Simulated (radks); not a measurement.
Problem. Neutral samarium, configuration [Xe] 4f6 6s2 (the NIST ground configuration). Calculated with a radial shooting solver on a logarithmic mesh with Libxc functionals: scalar-relativistic Kohn-Sham, PBE, spin-polarised, spherical densities, point nucleus; open shells are filled with parallel spins first (spin-orbit coupling, left out, can overturn this in heavy ions). Some entries of the table are withheld. Estimate them.

orbital,occ.,eigenvalue (eV),<r^2> (bohr^2),r(max) (bohr)
1s up,1,-46679.26,0.0007047,0.01449
1s down,1,-46679.26,0.0007047,0.01449
2s up,1,-7626.904,0.01111,0.08214
2s down,1,-7626.879,0.01111,0.08214
2p up,3,-6802.934,0.008917,0.06635
2p down,3,-6802.917,0.008917,0.06635
3s up,1,-1670.978,0.07429,0.2337
3s down,1,-1669.143,0.07419,0.2336
3p up,3,-1413.436,0.07441,0.2291
3p down,3,-1411.610,0.07428,0.2290
3d up,5,-1064.763,0.06282,0.1878
3d down,5,-1063.360,0.06266,0.1877
4s up,1,-333.2807,0.3788,0.5395
4s down,1,-328.6449,0.3785,0.5393
4p up,3,-248.6951,0.4281,0.5631
4p down,3,-244.0545,0.4279,0.5628
4d up,5,-130.0729,0.5225,0.5878
4d down,5,-125.4325,0.5236,0.5873
5s up,1,-44.1825,2.215,1.257
5s down,1,-41.4573,2.289,1.270
5p up,3,-23.9233,3.094,1.427
5p down,3,-21.8907,3.249,1.450
6s up,1,-3.6732,(1),(2)
4f up,6,-3.6679,1.363,0.6138
6s down,1,-3.4330,(3),(4)

Solution. 
(1) 6s up <r^2> (bohr^2): 20.77
(2) 6s up r(max) (bohr): 3.635
(3) 6s down <r^2> (bohr^2): 22.20
(4) 6s down r(max) (bohr): 3.768
